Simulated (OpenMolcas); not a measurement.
Levels of I+ by method

```json
{
 "Program": "OpenMolcas",
 "Basis": "ANO-RCC-VQZP [8s7p5d3f2g]",
 "Scalar Hamiltonian": "DKH2, point nucleus",
 "Active space": "6 electrons in 9 orbitals (RAS2 5s 5p; RAS3 5d, at most 2 electrons)",
 "State averaging": "2S+1 = 3 even, 3 roots; 2S+1 = 1 even, 6 roots; 2S+1 = 3 odd, 3 roots; 2S+1 = 1 odd, 3 roots",
 "Spin-orbit coupling": "RASSI with atomic mean-field integrals over the reference wave functions, term energies averaged over their components"
}
```

Methods on the same reference wave functions:
A. RASSCF
B. SS-RASPT2, IPEA 0.25 Eh, imaginary shift 0.1 Eh (closed shells correlated: 4d)

Energies in cm⁻¹ above 5s² 5p⁴ ³P₂, the measured ground level; measured values from NIST Handbook of Basic Atomic Spectroscopic Data.

| Level | A | B | Measured |
| --- | --- | --- | --- |
| 5s² 5p⁴ ³P₂ | 0.0 | 0.0 | 0.0 |
| 5s² 5p⁴ ³P₁ | 6122 | 6260 | 7087 |
| 5s² 5p⁴ ³P₀ | 6173 | 6210 | 6448 |
| 5s² 5p⁴ ¹D₂ | 14805 | 13250 | 13727 |
| 5s² 5p⁴ ¹S₀ | 29320 | 28700 | 29501 |
| 5s 5p⁵ ³P°₂ | 80735 | 83060 | 81908 |

Deviations, from unrounded energies. A percentage is the sum of absolute deviations over the sum of measured energies, with the sign that they share, or ± where signs differ.

```json
{"Against measurement": "mean absolute deviation (cm-1)", "Levels": "5", "A": "730", "B": "700"}
{"Against measurement": "fine structure of the ground term (%)", "Levels": "2", "A": "-9.2", "B": "-7.9"}
{"Against measurement": "other terms of the ground configuration (%)", "Levels": "2", "A": "±2.9", "B": "-3.0"}
{"Against measurement": "other configurations (%)", "Levels": "1", "A": "-1.4", "B": "+1.4"}
```

A, B lie about equally close to measurement. The largest miss of B in the table is 5s 5p⁵ ³P°₂, by +1100 cm-1. The ranking rests on the paired levels alone, and a cruder setting can come out closer through cancelling errors.

From A to B the spin-free energies of the other terms of 5s² 5p⁴ shown, above ³P, scale by factors of 0.82 to 0.96.

The lowest spin-free term lies below A's lowest term by 0.542 hartree in B.

CASPT2 breaks the degeneracy within a term, and the mean is taken; among the terms shown or strongly mixed into the levels shown the widest spread is 55 cm-1 (5s² 5p⁴ ¹D, B). The run also gave levels led by 5s² 5p³ 5d, which use shells meant for correlation; these and all levels above them are left out. Some terms mix strongly with configurations of 5d, whose occupation reaches 0.31 (5s 5p⁵ ³P°). Computed and measured levels are paired by configuration, term and J; levels that our copy of the source lacks, or whose pairing is in doubt (as where it misses far off the trend of its configuration), stay unpaired and out of the deviations. Levels of configurations outside the active space are missing. The table leaves out levels that lie high or whose names do not pair safely across all columns.

° marks odd parity.
